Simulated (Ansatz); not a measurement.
Geometry optimisation, RKS LDA/def2-SVP (Ansatz 0.2.0).

The input (input.yaml):

```yaml
crystal:
  periodic: [false, false, false]
  atoms:
    - { symbol: O, position_ang: [-0.759, 0.5385, -2.1748] }
    - { symbol: C, position_ang: [0.2907, 0.3597, -1.7141] }
    - { symbol: Ge, position_ang: [0.5545, 0.5672, 0.1593] }
    - { symbol: Al, position_ang: [-0.8032, -0.95, 1.3863] }
    - { symbol: H, position_ang: [1.1112, 0.0442, -2.3751] }
    - { symbol: H, position_ang: [0.2764, 2.0417, 0.5888] }
    - { symbol: H, position_ang: [0.6942, -0.74147, 1.6794] }
    - { symbol: H, position_ang: [-0.7315, -2.5177, 1.1362] }
    - { symbol: H, position_ang: [-1.9426, -0.3671, 2.4685] }
basis:
  gaussian: { orbitals: def2-SVP }
hamiltonian:
  xc: lda
relax:
  f_tol: 0.02
  max_steps: 50
output:
  orbitals: {}
```

Launched with:

```bash
$ ansatz run input.yaml --threads 2 --pin off --max-ram 3072MiB --backend cpu --events-out ev --progress --plain --runs-dir out
```

**Question.** Where does it end, and by what steps?

**Answer.** The forces met the threshold. The force dipped under the threshold on the way, but the program's further checks kept it going. After 32 steps the energy has fallen by 2.424 eV; H7 moved furthest, 1.79 Å. Parted: Al4–H7 (1.54 → 3.33 Å). Joined: Ge3–H7 (2.01 → 1.55 Å).

```csv
step,energy less start (eV),largest force component (eV/Å),accepted
0,0.0000,3.906,yes
2,-1.4419,3.116,yes
4,-1.9491,1.506,yes
6,-2.1595,0.388,yes
8,-2.2661,0.445,yes
10,-2.3573,0.516,yes
12,-2.3544,0.826,no
14,-2.4025,0.272,yes
16,-2.4138,0.310,yes
18,-2.4193,0.063,yes
20,-2.4212,0.080,yes
22,-2.4223,0.044,yes
24,-2.4230,0.084,yes
26,-2.4235,0.048,yes
28,-2.4237,0.077,yes
30,-2.4239,0.031,yes
32,-2.4240,0.015,yes
```

```xyz
9
Properties=species:S:1:pos:R:3
O -0.553 0.991 -2.243
C 0.199 0.315 -1.594
Ge 0.387 0.480 0.392
Al -1.073 -1.126 1.526
H 0.849 -0.486 -2.082
H 0.111 1.960 0.738
H 1.878 0.162 0.686
H -0.743 -2.690 1.394
H -2.364 -0.632 2.336
```

Run time: 29 s on 2 threads of Intel(R) Xeon(R) Platinum 8488C (Sapphire Rapids), on a shared host, peak memory 0.17 GiB.
